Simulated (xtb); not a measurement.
All values below come from GFN2-xTB (xtb 6.7.1).

```
xtb start.xyz --ohess tight --gfn 2 --chrg 0 --uhf 0 --iterations 400

# start.xyz
4

I      2.168472    -0.240287    -0.061237
B      0.000138     0.001883     0.183809
I     -0.884131     1.996285    -0.061406
I     -1.284479    -1.757881    -0.061166
```

Output:

```
[...]
          :  Broyden damping             0.4000000          :
          :  net charge                          0          :
          :  unpaired electrons                  0          :
          ...................................................

 iter      E             dE          RMSdq      gap      omega  full diag
   1    -12.7766290 -0.127766E+02  0.889E-05    3.33       0.0  T
   2    -12.7766290 -0.799361E-13  0.676E-05    3.33     739.1  T
   3    -12.7766290  0.782308E-11  0.674E-05    3.33     741.7  T

   *** convergence criteria satisfied after 3 iterations ***

         #    Occupation            Energy/Eh            Energy/eV
      -------------------------------------------------------------
         1        2.0000           -0.7789090             -21.1952
       ...           ...                  ...                  ...
         6        2.0000           -0.5152874             -14.0217
         7        2.0000           -0.4877578             -13.2726
         8        2.0000           -0.4525372             -12.3142
         9        2.0000           -0.4524207             -12.3110
        10        2.0000           -0.4471797             -12.1684
        11        2.0000           -0.4469565             -12.1623
        12        2.0000           -0.4404612             -11.9856 (HOMO)
        13                         -0.3179568              -8.6520 (LUMO)
        14                         -0.1805888              -4.9141
        15                         -0.1620467              -4.4095
        16                         -0.1616786              -4.3995
        17                         -0.0353847              -0.9629
       ...                                ...                  ...
        31                          0.9355103              25.4565
      -------------------------------------------------------------
                  HL-Gap            0.1225044 Eh            3.3335 eV
             Fermi-level           -0.3792090 Eh          -10.3188 eV


         :::::::::::::::::::::::::::::::::::::::::::::::::::::
         ::                     SUMMARY                     ::
         :::::::::::::::::::::::::::::::::::::::::::::::::::::
         :: total energy             -12.748035073885 Eh    ::
         :: gradient norm              0.015773437510 Eh/a0 ::
         :: HOMO-LUMO gap              3.333515444434 eV    ::
         ::.................................................::
         :: SCC energy               -12.776628412248 Eh    ::
         :: -> isotropic ES            0.031763051756 Eh    ::
         :: -> anisotropic ES          0.005932549540 Eh    ::
         :: -> anisotropic XC         -0.010260719217 Eh    ::
         :: -> dispersion             -0.005070634234 Eh    ::
         :: repulsion energy           0.028593338363 Eh    ::
         :: add. restraining           0.000000000000 Eh    ::
         :: total charge               0.000000000000 e     ::
         :::::::::::::::::::::::::::::::::::::::::::::::::::::

           -------------------------------------------------
          |                Numerical Hessian                |
           -------------------------------------------------
step length          :   0.00500
SCC accuracy         :   0.30000
Hessian scale factor :   1.00000
frozen atoms in %    :   0.00000    0
RMS gradient         :   0.01577 !! INCOMPLETELY OPTIMIZED GEOMETRY !!
estimated CPU  time      0.00 min
estimated wall time      0.00 min

writing file <hessian>.

 projected vibrational frequencies (cm⁻¹)
eigval :       -0.00    -0.00    -0.00     0.00     0.00     0.00
eigval :      105.72   106.23   200.86   313.99   736.10   737.24
           -------------------------------------------------
          |                Property Printout                |
           -------------------------------------------------

    * Orbital Energies and Occupations

         #    Occupation            Energy/Eh            Energy/eV
      -------------------------------------------------------------
         1        2.0000           -0.7789089             -21.1952
         2        2.0000           -0.7788775             -21.1943
         3        2.0000           -0.7645299             -20.8039
         4        2.0000           -0.5641349             -15.3509
         5        2.0000           -0.5154407             -14.0259
         6        2.0000           -0.5152876             -14.0217
         7        2.0000           -0.4877580             -13.2726
         8        2.0000           -0.4525372             -12.3142
         9        2.0000           -0.4524207             -12.3110
        10        2.0000           -0.4471797             -12.1684
        11        2.0000           -0.4469565             -12.1623
        12        2.0000           -0.4404612             -11.9856 (HOMO)
        13                         -0.3179573              -8.6521 (LUMO)
        14                         -0.1805890              -4.9141
        15                         -0.1620468              -4.4095
        16                         -0.1616789              -4.3995
        17                         -0.0353847              -0.9629
        18                         -0.0353141              -0.9609
        19                         -0.0288579              -0.7853
        20                         -0.0193185              -0.5257
        21                         -0.0192264              -0.5232
        22                         -0.0113078              -0.3077
        23                         -0.0092261              -0.2511
       ...                                ...                  ...
        31                          0.9355101              25.4565
      -------------------------------------------------------------
                  HL-Gap            0.1225039 Eh            3.3335 eV
             Fermi-level           -0.3792092 Eh          -10.3188 eV
Molecule has the following symmetry elements: (C3) 3*(sigma)
It seems to be the C3v point group

     #   Z          covCN         q      C6AA      α(0)
     1  53 I        1.611    -0.120   380.826    33.687
     2   5 B        2.664     0.359    16.414     6.818
     3  53 I        1.614    -0.120   380.825    33.687
     4  53 I        1.604    -0.120   380.826    33.687

 Mol. C6AA /au·bohr⁶  :       3917.924119
 Mol. C8AA /au·bohr⁸  :     344142.167463
 Mol. α(0) /au        :        107.879877

Wiberg/Mayer (AO) data.
largest (>0.10) Wiberg bond orders for each atom

 ---------------------------------------------------------------------------
     #   Z sym  total        # sym  WBO       # sym  WBO       # sym  WBO
 ---------------------------------------------------------------------------
     1  53 I    1.231 --     2 B    1.158
     2   5 B    3.474 --     4 I    1.158     1 I    1.158     3 I    1.158
     3  53 I    1.231 --     2 B    1.158
     4  53 I    1.231 --     2 B    1.158
 ---------------------------------------------------------------------------

Topologies differ in total number of bonds
Writing topology from bond orders to xtbtopo.mol

molecular dipole:
                 x           y           z       tot (Debye)
 q only:       -0.001      -0.002       0.137
   full:       -0.003      -0.008       0.371       0.942
molecular quadrupole (traceless):
                xx          xy          yy          xz          yz          zz
 q only:       -1.423      -0.012      -1.423       0.003      -0.002       2.846
  q+dip:       -6.388       0.006      -6.387       0.013      -0.004      12.775
   full:       -6.224       0.008      -6.223       0.012      -0.004      12.447

           -------------------------------------------------
          |                Geometry Summary                 |
           -------------------------------------------------

      molecular mass/u    :      391.5244437
   center of mass at/Å    :        0.0002011       0.0006151      -0.0450420
  moments of inertia/u·Å² :        0.8350017E+03   0.8398891E+03   0.1674028E+04
rotational constants/cm⁻¹ :        0.2018874E-01   0.2007126E-01   0.1007010E-01

 * 3 selected distances

     #   Z          #   Z                                           value/Å
     1  53 I        2   5 B                                       2.1066604
     2   5 B        3  53 I                                       2.1065597 (min)
     2   5 B        4  53 I                                       2.1068286 (max)

 * 1 distinct bonds (by element types)

   Z      Z             #   av. dist./Å        max./Å        min./Å
   5 B   53 I           3     2.1066829     2.1068286     2.1065597

           -------------------------------------------------
          |               Frequency Printout                |
           -------------------------------------------------
 projected vibrational frequencies (cm⁻¹)
eigval :       -0.00    -0.00    -0.00     0.00     0.00     0.00
eigval :      105.72   106.23   200.86   313.99   736.10   737.24
 reduced masses (amu)
   1:124.66   2:124.40   3:126.16   4:125.73   5:124.36   6:126.38   7:124.75   8:124.76
   9:119.48  10: 21.44  11: 16.23  12: 16.21
 IR intensities (km·mol⁻¹)
   1:  0.00   2:  0.01   3:  0.01   4:  0.02   5:  0.01   6:  0.03   7:  4.51   8:  4.52
   9:  7.19  10: 76.05  11:181.98  12:181.78
 Raman intensities (Ä⁴*amu⁻¹)
   1:  0.00   2:  0.00   3:  0.00   4:  0.00   5:  0.00   6:  0.00   7:  0.00   8:  0.00
   9:  0.00  10:  0.00  11:  0.00  12:  0.00
 output can be read by thermo (or use thermo option).
 writing <g98.out> molden fake output.
 recommended (thermochemical) frequency scaling factor: 1.0
           -------------------------------------------------
          |             Thermodynamic Functions             |
           -------------------------------------------------

c3v symmetry found (for desy threshold:  0.10E+00) used in thermo

          ...................................................
          :                      SETUP                      :
          :.................................................:
          :  # frequencies                           6      :
          :  # imaginary freq.                       0      :
          :  linear?                             false      :
          :  only rotor calc.                    false      :
          :  symmetry                              c3v      :
          :  rotational number                       3      :
          :  scaling factor                  1.0000000      :
          :  rotor cutoff                   50.0000000 cm⁻¹ :
          :  imag. cutoff                  -20.0000000 cm⁻¹ :
          :.................................................:

    mode    ω/cm⁻¹     T·S(HO)/kcal·mol⁻¹    T·S(FR)/kcal·mol⁻¹   T·S(vib)
   ------------------------------------------------------------------------
       1    105.72    -0.99760 ( 95.24%)    -0.83468 (  4.76%)    -0.98984
       2    106.23    -0.99484 ( 95.32%)    -0.83327 (  4.68%)    -0.98728
       3    200.86    -0.63363 ( 99.62%)    -0.64458 (  0.38%)    -0.63367
   ------------------------------------------------------------------------

   temp. (K)  partition function   enthalpy   heat capacity  entropy
                                   cal/mol     cal/K/mol   cal/K/mol   J/K/mol
 298.15  VIB   13.7                 1635.553      8.803     10.629
         ROT  0.872E+06              888.752      2.981     30.165
         INT  0.119E+08             2524.306     11.784     40.794
         TR   0.750E+28             1481.254      4.968     43.767
         TOT                        4005.5597    16.7518    84.5608   353.8022

       T/K    H(0)-H(T)+PV         H(T)/Eh          T*S/Eh         G(T)/Eh
   ------------------------------------------------------------------------
    298.15    0.638327E-02    0.113956E-01    0.401775E-01   -0.287820E-01
   ------------------------------------------------------------------------

         :::::::::::::::::::::::::::::::::::::::::::::::::::::
         ::                  THERMODYNAMIC                  ::
         :::::::::::::::::::::::::::::::::::::::::::::::::::::
         :: total free energy         -12.776817054414 Eh   ::
         ::.................................................::
         :: total energy              -12.748035073892 Eh   ::
         :: zero point energy           0.005012299234 Eh   ::
         :: G(RRHO) w/o ZPVE           -0.033794279757 Eh   ::
         :: G(RRHO) contrib.           -0.028781980522 Eh   ::
         :::::::::::::::::::::::::::::::::::::::::::::::::::::

optimized geometry written to: xtbopt.xyz

           -------------------------------------------------
          | TOTAL ENERGY              -12.748035073892 Eh   |
          | TOTAL ENTHALPY            -12.736639508986 Eh   |
          | TOTAL FREE ENERGY         -12.776817054414 Eh   |
          | GRADIENT NORM               0.015773440248 Eh/α |
          | HOMO-LUMO GAP               3.333501478325 eV   |
           -------------------------------------------------
########################################################################
[WARNING] Runtime exception occurred
-1- hessian_numhess: Hessian on incompletely optimized geometry!
########################################################################

------------------------------------------------------------------------
```

Cost: about 0.3 core-seconds (a rough figure).
